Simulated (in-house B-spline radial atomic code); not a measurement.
Whole-atom quantities along the 59-electron series, configuration [Xe] 4f5. Breit and QED terms are first order and not part of the total energy; the density at the nucleus is averaged over the nuclear charge. Computed with an all-electron radial atomic-structure program (B-spline basis): Dirac-Hartree-Fock, average of the configuration, finite nuclei.

| ion | Z | E/Z² (Eh) | Σ<r²> (bohr²) | n(0)/Z³ (bohr⁻³) | Lamb diamagnetic shielding (ppm) | repulsion over attraction | Breit energy (eV) | self-energy (eV) | vacuum polarisation (eV) | Dirac less non-relativistic energy (Eh) |
| --- | --- | --- | --- | --- | --- | --- | --- | --- | --- | --- |
| Pm2+ | 61 | -2.6932 | 41.074 | 2.045 | 7128.72 | 0.14864 | 235.92 | 185.38 | -27.766 | -367.2 |
| Sm3+ | 62 | -2.7128 | 36.228 | 2.1038 | 7297.68 | 0.14737 | 249.49 | 196.73 | -29.883 | -394.63 |
| Eu4+ | 63 | -2.7321 | 32.506 | 2.1743 | 7467.27 | 0.146 | 263.63 | 208.61 | -32.141 | -423.7 |
